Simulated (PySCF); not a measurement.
# Electron correlation in La²⁺ (lanthanum, charge +2)

[Xe] 4f1, 2F determinant (an excited configuration). Computed with PySCF 2.14 in def2-TZVPPD with the def2 core potential (46 electrons) (6s5p3d2f1g, 59 functions), with a scalar-relativistic core potential. Frozen: nothing; 9 electrons correlated.

```csv
level,correlation energy (mhartree)
CCSD,-167.39
(T),-5.53
CCSD(T),-172.92
```

Diagnostics: T1 = 0.010, D1 = 0.0406, largest double amplitude 0.050.

Spin-orbit coupling, absent here, splits the open shell strongly.

Cost of the coupled-cluster step: roughly 5 core-seconds, for 9 correlated electrons.

Iterations:

```
CC2 = 0
CCSD nocc = (np.int64(5), np.int64(4)), nmo = (59, 59)
frozen orbitals [[], []]
max_cycle = 100
direct = 0
conv_tol = 1e-08
conv_tol_normt = 1e-06
diis_space = 8
diis_start_cycle = 0
Init t2, MP2 energy = -0.15458736746736
Init E_corr(UCCSD) = -0.154587367467672
cycle = 1  E_corr(UCCSD) = -0.162876011372673  dE = -0.00828864391  norm(t1,t2) = 0.040756
cycle = 2  E_corr(UCCSD) = -0.16569739791875  dE = -0.00282138655  norm(t1,t2) = 0.0188332
cycle = 3  E_corr(UCCSD) = -0.167461605595658  dE = -0.00176420768  norm(t1,t2) = 0.0104825
cycle = 4  E_corr(UCCSD) = -0.167398927333235  dE = 6.26782624e-05  norm(t1,t2) = 0.00199593
cycle = 5  E_corr(UCCSD) = -0.167375205258896  dE = 2.37220743e-05  norm(t1,t2) = 0.000509323
cycle = 6  E_corr(UCCSD) = -0.167392943650074  dE = -1.77383912e-05  norm(t1,t2) = 0.000165813
cycle = 7  E_corr(UCCSD) = -0.167392218104173  dE = 7.255459e-07  norm(t1,t2) = 3.65515e-05
cycle = 8  E_corr(UCCSD) = -0.167392043071113  dE = 1.7503306e-07  norm(t1,t2) = 0.000116596
cycle = 9  E_corr(UCCSD) = -0.16739188282167  dE = 1.60249443e-07  norm(t1,t2) = 1.00357e-05
cycle = 10  E_corr(UCCSD) = -0.167391940583907  dE = -5.77622371e-08  norm(t1,t2) = 2.60231e-06
cycle = 11  E_corr(UCCSD) = -0.167391936277452  dE = 4.30645447e-09  norm(t1,t2) = 6.92454e-07
UCCSD converged
E(UCCSD) = -30.28556779420435  E_corr = -0.1673919362774524
UCCSD(T) correction = -0.00553274610416204
```

The basis has no tight functions for the innermost shells, so their pair energies are far from complete.
